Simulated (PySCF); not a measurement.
**Vibration and rotation of PrN**

PBE constants of PrN, triplet, about 2.5 electrons in the 4f shell (Mulliken), real f orbitals that mix terms (basis Pr x2c-SVPall, N x2c-SVPall; spin-free X2C with a Gaussian nucleus; PySCF 2.14; masses 140.9076 and 14.0031 u):

- ωe: 925.9 cm⁻¹
- ωexe: 3.56 cm⁻¹
- Be: 0.43334 cm⁻¹
- αe: 0.00226 cm⁻¹
- De to Pr (4f3 6s2) + N: 5.77 eV

Problem. What force constant and bond length do these constants imply?

Solution. Reduced mass μred = 12.737 u; k = 5.8918×10⁻⁷·μred·ωe² (u, cm⁻¹, mdyn/Å) = 6.43 mdyn/Å; Re = √(16.8576/(μred·Be)) (u, cm⁻¹, Å) = 1.748 Å.

Problem. Estimate the centrifugal constant D from the Kratzer relation and find the Dunham coefficient a1.

Solution. D = 4Be³/ωe² = 3.8e-07 cm⁻¹; a1 = −1 − αeωe/(6Be²) = -2.86.

Spin–orbit coupling is left out, which matters for elements this heavy, above all for dissociation energies. Counting both spins, an empty level lies below a filled one in this solution, because spin and occupation are held. With d or f electrons several states lie close, and the lowest PBE0 determinant need not be the measured ground state.
